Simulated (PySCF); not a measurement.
Sn(H)3(tBu), SMILES C[C](C)([SnH3])C (GFN2-xTB optimised geometry):

```
17

Sn     0.554     0.710     0.000
C     -0.323    -0.441     1.681
C     -1.835    -0.320     1.624
C      0.196     0.128     2.990
C      0.088    -1.897     1.548
H      0.109     2.324     0.000
H      2.228     0.710     0.000
H      0.109     0.126    -1.505
H     -2.280    -0.883     2.445
H     -2.151     0.718     1.718
H     -2.228    -0.718     0.691
H     -0.084     1.174     3.104
H      1.280     0.052     3.051
H     -0.229    -0.427     3.826
H      1.170    -2.005     1.582
H     -0.274    -2.324     0.615
H     -0.335    -2.474     2.370
```

Calculation: CAM-B3LYP/def2-SVP, def2 effective core potentials past Kr in PySCF.

Task: What are the frontier orbital energies and the dipole moment?

Result: HOMO-2 -10.07 eV, HOMO-1 -10.07 eV, HOMO -8.53 eV, LUMO 1.50 eV, LUMO+1 2.50 eV; dipole moment 1.16 D.

On the same geometry PBE/def2-SVP, def2 effective core potentials past Kr (PySCF) gives HOMO-2 -7.44 eV, HOMO-1 -7.44 eV, HOMO -6.17 eV, LUMO -0.33 eV, LUMO+1 0.70 eV; dipole moment 1.23 D.
